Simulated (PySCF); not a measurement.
PySCF job for SiHF, SMILES [SiH]F (connectivity only; charge and spin as stated), neutral, multiplicity 1, TDA-LC-ωPBE/def2-TZVPD. Geometry: PBE0-D3(BJ)/def2-TZVPD. The isomer is the one that the SMILES or the coordinates give; other isomers of the formula were not compared.

```python
import numpy as np
from pyscf import gto, scf, dft, tdscf

mol = gto.M(
    atom='''
    Si    0.11830543    0.58959314    0.00000000
    H    -1.39034545    0.89684597    0.00000000
    F    -0.02954784   -1.01679444    0.00000000
    ''',
    basis='def2-TZVPD',
    charge=0,
    spin=0,
    symmetry=True,
    max_memory=1600,
    verbose=4,
)
mf = dft.RKS(mol, xc='lc_wpbe').density_fit(auxbasis='def2-universal-jkfit')
mf.grids.level = 3
mf.conv_tol = 1e-9
mf.max_cycle = 100
mf.kernel()
mf.grids = dft.Grids(mol).set(level=1).build(with_non0tab=True)  # coarser grid for the response kernel
td = tdscf.TDA(mf)
td.singlet = True
td.nstates = 10
td.conv_tol = 1e-4
td.kernel(x0=td.get_init_guess(mf, 15))
td.analyze()
tt = tdscf.TDA(mf)
tt.singlet = False
tt.nstates = 4
tt.conv_tol = 1e-4
tt.kernel(x0=tt.get_init_guess(mf, 9))
tt.analyze(verbose=3)
```

Output:

```
PySCF version 2.14.0

[INPUT] verbose = 4
[INPUT] num. atoms = 3
[INPUT] num. electrons = 24
[INPUT] charge = 0
[INPUT] spin (= nelec alpha-beta = 2S) = 0
[INPUT] symmetry True subgroup None
[INPUT] Mole.unit = angstrom
[INPUT] Symbol           X                Y                Z      unit          X                Y                Z       unit  Magmom
[INPUT]  1 Si     0.118305430000   0.589593140000   0.000000000000 AA    0.223564861749   1.114169559522   0.000000000000 Bohr   0.0
[INPUT]  2 H     -1.390345450000   0.896845970000   0.000000000000 AA   -2.627372119035   1.694793259220   0.000000000000 Bohr   0.0
[INPUT]  3 F     -0.029547840000  -1.016794440000   0.000000000000 AA   -0.055837325172  -1.921463016581   0.000000000000 Bohr   0.0

nuclear repulsion = 48.1724186151081
point group symmetry = Cs
symmetry origin: [ 7.87385883e-10 -2.36215758e-09  0.00000000e+00]
symmetry axis x: [1.00000000e+00 1.52408803e-09 0.00000000e+00]
symmetry axis y: [-1.52408803e-09  1.00000000e+00  0.00000000e+00]
symmetry axis z: [0. 0. 1.]
num. orbitals of irrep A' = 63
num. orbitals of irrep A" = 29
number of shells = 34
number of NR pGTOs = 135
number of NR cGTOs = 92
basis = def2-TZVPD
ecp = {}


******** <class 'pyscf.df.df_jk.DFSymAdaptedRKS'> ********
method = DFSymAdaptedRKS
initial guess = minao
damping factor = 0
level_shift factor = 0
DIIS = <class 'pyscf.scf.diis.CDIIS'>
diis_start_cycle = 1
diis_space = 8
diis_damp = 0
SCF conv_tol = 1e-09
SCF conv_tol_grad = None
SCF max_cycles = 100
direct_scf = False
XC library pyscf.dft.libxc version 7.1.2
    S. Lehtola, C. Steigemann, M. J. T. Oliveira, and M. A. L. Marques,  SoftwareX 7, 1–5 (2018)
XC functionals = lc_wpbe
    O. A. Vydrov and G. E. Scuseria,  J. Chem. Phys. 125, 234109 (2006)
radial grids:
    Treutler-Ahlrichs [JCP 102, 346 (1995); DOI:10.1063/1.469408] (M4) radial grids

becke partition: Becke, JCP 88, 2547 (1988); DOI:10.1063/1.454033
pruning grids: <function nwchem_prune>
grids dens level: 3
symmetrized grids: True
atomic radii adjust function: <function treutler_atomic_radii_adjust>
small_rho_cutoff = 0
Freeze 0 electrons in irreps []
    24 free electrons in irreps A' A"
Set gradient conv threshold to 3.16228e-05
Initial guess from minao.
tot grids = 43256
Create RSH-DF object <pyscf.df.df.DF object> for omega=0.4
******** <class 'pyscf.df.df.DF'> ********
auxbasis = auxmol.basis = def2-universal-jkfit
init E= -389.653888623605
HOMO (A') = -0.243087118734437  LUMO (A") = -0.0844506148887731  gap/eV = 4.31672
cycle= 1 E= -389.772130584988  delta_E= -0.118  |g|= 0.58  |ddm|= 1.18
HOMO (A') = -0.345157080994184  LUMO (A") = -0.0331226004272729  gap/eV = 8.49089
cycle= 2 E= -389.753238859255  delta_E= 0.0189  |g|= 0.761  |ddm|= 0.595
HOMO (A') = -0.359346242836438  LUMO (A") = -0.0256047635330567  gap/eV = 9.08157
cycle= 3 E= -389.831440609484  delta_E= -0.0782  |g|= 0.0317  |ddm|= 0.287
HOMO (A') = -0.3527140573417  LUMO (A") = -0.0158536328187662  gap/eV = 9.16644
cycle= 4 E= -389.831702387489  delta_E= -0.000262  |g|= 0.0109  |ddm|= 0.05
HOMO (A') = -0.353046883483287  LUMO (A") = -0.0156171391119297  gap/eV = 9.18193
cycle= 5 E= -389.831740256404  delta_E= -3.79e-05  |g|= 0.00251  |ddm|= 0.0157
HOMO (A') = -0.353320323974522  LUMO (A") = -0.0159624354841856  gap/eV = 9.17998
cycle= 6 E= -389.831744209164  delta_E= -3.95e-06  |g|= 0.000712  |ddm|= 0.00611
HOMO (A') = -0.353351473884423  LUMO (A") = -0.0160125206843489  gap/eV = 9.17946
cycle= 7 E= -389.83174473608  delta_E= -5.27e-07  |g|= 0.0002  |ddm|= 0.0026
HOMO (A') = -0.353353223131947  LUMO (A") = -0.0160127321906582  gap/eV = 9.17950
cycle= 8 E= -389.831744801449  delta_E= -6.54e-08  |g|= 5.94e-05  |ddm|= 0.000808
HOMO (A') = -0.353351929063358  LUMO (A") = -0.016011862792995  gap/eV = 9.17949
cycle= 9 E= -389.831744818626  delta_E= -1.72e-08  |g|= 1.02e-05  |ddm|= 0.000203
HOMO (A') = -0.353351018511141  LUMO (A") = -0.0160110517466254  gap/eV = 9.17949
cycle= 10 E= -389.831744818771  delta_E= -1.45e-10  |g|= 2.25e-06  |ddm|= 2.99e-05
HOMO (A') = -0.353351199506797  LUMO (A") = -0.0160112158093817  gap/eV = 9.17949
Extra cycle  E= -389.831744818776  delta_E= -5e-12  |g|= 1.59e-06  |ddm|= 6.36e-06
converged SCF energy = -389.831744818776
tot grids = 14184


******** <class 'pyscf.tdscf.rks.TDA'> for <class 'pyscf.df.df_jk.DFSymAdaptedRKS'> ********
nstates = 10 singlet
deg_eia_thresh = 1.000e-03
wfnsym = None
conv_tol = 0.0001
eigh lindep = 1e-12
eigh level_shift = 0
eigh max_cycle = 100


Excitation energies (eV)
[3.06428355 5.72939971 6.99875525 7.86585902 8.11178861 8.58402761
 8.8578624  9.20967653 9.2542218  9.27396374]

** Singlet excitation energies and oscillator strengths **
Excited State   1:   A"      3.06428 eV    404.61 nm  f=0.0355
      12 -> 13       -0.69376
Excited State   2:   A'      5.72940 eV    216.40 nm  f=0.0901
      12 -> 14       -0.60109
      12 -> 15       -0.31277
      12 -> 17        0.12325
Excited State   3:   A'      6.99876 eV    177.15 nm  f=0.2299
      12 -> 14       -0.31282
      12 -> 15        0.60521
      12 -> 16        0.14420
Excited State   4:   A"      7.86586 eV    157.62 nm  f=0.0671
      11 -> 13       -0.66429
      12 -> 18        0.18160
Excited State   5:   A'      8.11179 eV    152.84 nm  f=0.3238
      12 -> 15       -0.13321
      12 -> 16        0.60884
      12 -> 17       -0.30323
Excited State   6:   A"      8.58403 eV    144.44 nm  f=0.3009
      11 -> 13        0.17032
      12 -> 18        0.66413
Excited State   7:   A"      8.85786 eV    139.97 nm  f=0.0016
       9 -> 13       -0.65945
      12 -> 20        0.13503
      12 -> 22       -0.16724
Excited State   8:   A'      9.20968 eV    134.62 nm  f=0.1537
      10 -> 13       -0.13976
      12 -> 19       -0.50272
      12 -> 21        0.44882
Excited State   9:   A'      9.25422 eV    133.98 nm  f=0.0732
      12 -> 14       -0.13403
      12 -> 16       -0.29893
      12 -> 17       -0.59651
      12 -> 19       -0.10599
Excited State  10:   A"      9.27396 eV    133.69 nm  f=0.0258
       9 -> 13        0.19992
      12 -> 20        0.22038
      12 -> 22       -0.62730

** Transition electric dipole moments (AU) **
state          X           Y           Z        Dip. S.      Osc.
  1         0.0000      0.0000     -0.6876      0.4728      0.0355
  2         0.4442     -0.6669     -0.0000      0.6420      0.0901
  3         1.1470      0.1589     -0.0000      1.3408      0.2299
  4         0.0000      0.0000     -0.5900      0.3481      0.0671
  5         1.2740     -0.0797      0.0000      1.6295      0.3238
  6        -0.0000      0.0000      1.1961      1.4306      0.3009
  7         0.0000     -0.0000      0.0849      0.0072      0.0016
  8         0.1294      0.8151      0.0000      0.6811      0.1537
  9        -0.5643      0.0671      0.0000      0.3229      0.0732
 10         0.0000      0.0000     -0.3369      0.1135      0.0258

** Transition velocity dipole moments (imaginary part, AU) **
state          X           Y           Z        Dip. S.      Osc.
  1         0.0000      0.0000      0.0440      0.0019      0.0114
  2         0.0167     -0.0802      0.0000      0.0067      0.0213
  3         0.2755      0.0535     -0.0000      0.0788      0.2042
  4         0.0000      0.0000     -0.0527      0.0028      0.0064
  5         0.2634     -0.0027      0.0000      0.0694      0.1552
  6        -0.0000      0.0000      0.2506      0.0628      0.1328
  7         0.0000      0.0000     -0.0023      0.0000      0.0000
  8         0.0687      0.2639      0.0000      0.0743      0.1464
  9        -0.1556      0.0109      0.0000      0.0243      0.0477
 10         0.0000      0.0000     -0.1182      0.0140      0.0273

** Transition magnetic dipole moments (imaginary part, AU) **
state          X           Y           Z
  1         0.2051     -1.3100      0.0000
  2        -0.0000     -0.0000      1.4585
  3        -0.0000     -0.0000      0.3992
  4         0.7913      0.0966     -0.0000
  5         0.0000      0.0000      0.7779
  6        -0.9524     -0.3727      0.0000
  7        -0.3630     -0.1329      0.0000
  8         0.0000     -0.0000      0.0435
  9         0.0000      0.0000     -0.1931
 10         0.0118      0.0557      0.0000


******** <class 'pyscf.tdscf.rks.TDA'> for <class 'pyscf.df.df_jk.DFSymAdaptedRKS'> ********
nstates = 4 triplet
deg_eia_thresh = 1.000e-03
wfnsym = None
conv_tol = 0.0001
eigh lindep = 1e-12
eigh level_shift = 0
eigh max_cycle = 100


Excitation energies (eV)
[1.44511573 4.28335019 6.19332065 6.25652807]

** Triplet excitation energies and oscillator strengths **
Excited State   1:   A"      1.44512 eV    857.95 nm  f=0.0000
Excited State   2:   A'      4.28335 eV    289.46 nm  f=0.0000
Excited State   3:   A'      6.19332 eV    200.19 nm  f=0.0000
Excited State   4:   A"      6.25653 eV    198.17 nm  f=0.0000
```

Self-consistency was reached.

Cost: very roughly 20 core-seconds.
